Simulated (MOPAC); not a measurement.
Input for MOPAC: AM1 on F2-, 2S+1 = 2, a spin state set in the input, which need not be the lowest, a point of a bond scan (R = 1.892 Å). Charge -1.

```
AM1 1SCF PRECISE CHARGE=-1 UHF MS=0.5 THREADS=1
F2

F      0.00000000 1     0.00000000 1     0.00000000 1
F      0.00000000 1     0.00000000 1     1.89237800 1
```

The log:

```
*******************************************************************************
 **                                                                           **
 **                              MOPAC v23.2.5                                **
 **                                                                           **
 *******************************************************************************
 ** MOPAC's Digital Object Identifier: https://doi.org/10.5281/zenodo.6511958 **
 **                                                                           **
 ** Please cite the open-source release paper for use of this MOPAC version:  **
 ** J. E. Moussa and J. J. P. Stewart (2026)                                  **
 ** MOPAC: An open-source semiempirical molecular orbital program             **
 ** J. Open Source Softw., 11(119), 8025, https://doi.org/10.21105/joss.08025 **
 *******************************************************************************

                              AM1 CALCULATION RESULTS

 *******************************************************************************
 *  AM1        - The AM1 Hamiltonian to be used
 *  UHF        - UNRESTRICTED HARTREE-FOCK CALCULATION
 *
 *
 *
 *                 CHARGE ON SYSTEM = -1
 *
 *
 *
 *  MS=        - IN MECI, MAGNETIC COMPONENT OF SPIN =  0.5
 *  PRECISE    - TIGHTER CRITERIA TO BE USED
 *  1SCF       - DO 1 SCF AND THEN STOP
 *  THREADS=1  - MULTI-THREADING NOT USED
 *  T=         - A TIME OF 172800.0 SECONDS REQUESTED
 *  DUMP=N     - RESTART FILE WRITTEN EVERY 7200.0 SECONDS REQUESTED
 *******************************************************************************
AM1 1SCF PRECISE CHARGE=-1 UHF MS=0.5 THREADS=1
 F2

   ATOM   CHEMICAL          X               Y               Z
  NUMBER   SYMBOL      (ANGSTROMS)     (ANGSTROMS)     (ANGSTROMS)

     1       F          0.00000000  *   0.00000000  *   0.00000000  *
     2       F          0.00000000  *   0.00000000  *   1.89237800  *



          CARTESIAN COORDINATES

    NO.       ATOM           X           Y           Z

     1         F          0.0000      0.0000      0.0000
     2         F          0.0000      0.0000      1.8924

  F: (AM1): M.J.S. DEWAR AND E. G. ZOEBISCH, THEOCHEM, 180, 1 (1988).

           Empirical Formula: F2  =     2 atoms



      MOLECULAR POINT GROUP   :   D*h


          UHF CALCULATION, NO. OF ALPHA ELECTRONS =    8
                           NO. OF BETA  ELECTRONS =    7

 -------------------------------------------------------------------------------
 AM1 1SCF PRECISE CHARGE=-1 UHF MS=0.5 THREADS=1
 F2



     1SCF WAS SPECIFIED, SO BFGS WAS NOT USED
     SCF FIELD WAS ACHIEVED


                              AM1 CALCULATION
                                                       MOPAC v23.2.5 Linux




          FINAL HEAT OF FORMATION =        -21.34777 KCAL/MOL =     -89.31908 KJ/MOL


          COSMO AREA              =         57.06 SQUARE ANGSTROMS
          COSMO VOLUME            =         37.62 CUBIC ANGSTROMS

          IONIZATION POTENTIAL    =          2.877610 EV
          ALPHA SOMO LUMO (EV)    =         -3.827
          BETA  SOMO LUMO (EV)    =         -2.878  8.314
          NO. OF ALPHA ELECTRONS  =          8
          NO. OF BETA  ELECTRONS  =          7
          MOLECULAR WEIGHT        =         37.9968         POINT GROUP:  D*h

          MOLECULAR DIMENSIONS (Angstroms)

            Atom       Atom       Distance
            F     2    F     1     1.89238
            F     2    F     1     0.00000
            F     1    F     2     0.00000


          SCF CALCULATIONS        =          1





   ATOM   CHEMICAL          X               Y               Z
  NUMBER   SYMBOL      (ANGSTROMS)     (ANGSTROMS)     (ANGSTROMS)

     1       F          0.00000000  *   0.00000000  *   0.00000000  *
     2       F          0.00000000  *   0.00000000  *   1.89237800  *

                             CARTESIAN COORDINATES

   1    F        0.000000000     0.000000000     0.000000000
   2    F        0.000000000     0.000000000     1.892378000


           Empirical Formula: F2  =     2 atoms



      MOLECULAR POINT GROUP   :   D*h


          ALPHA EIGENVALUES
 -35.64724 -35.43950  -7.49564  -5.22667  -5.22667  -4.56230  -4.56230  -3.82707


           BETA EIGENVALUES
 -33.35540 -32.95017  -4.78556  -4.78556  -4.09311  -4.09311  -2.87761   8.31428


              NET ATOMIC CHARGES AND DIPOLE CONTRIBUTIONS

  ATOM NO.   TYPE          CHARGE      No. of ELECS.   s-Pop       p-Pop
    1          F          -0.500000        7.5000     1.99869     5.50131
    2          F          -0.500000        7.5000     1.99869     5.50131
 DIPOLE           X         Y         Z       TOTAL
 POINT-CHG.     0.000     0.000     0.000     0.000
 HYBRID         0.000    -0.000    -0.000     0.000
 SUM            0.000    -0.000     0.000     0.000


          ATOMIC ORBITAL ELECTRON POPULATIONS

     Atom    s        px        py        pz
    1  F   1.99869   2.00000   2.00000   1.50131
    2  F   1.99869   2.00000   2.00000   1.50131


                    (SZ)    =    0.500000
                    (S**2)  =    0.750000


          ATOMIC ORBITAL SPIN POPULATIONS

    Atom   Total    s     px     py     pz
         Atomic
    1  F  0.5000  0.001  0.000  0.000  0.499
    2  F  0.5000  0.001  0.000 -0.000  0.499

 **********************
 *                    *
 * JOB ENDED NORMALLY *
 *                    *
 **********************




 == MOPAC DONE ==
```

The run finished.

Cost: around 0.03 core-seconds (rough).
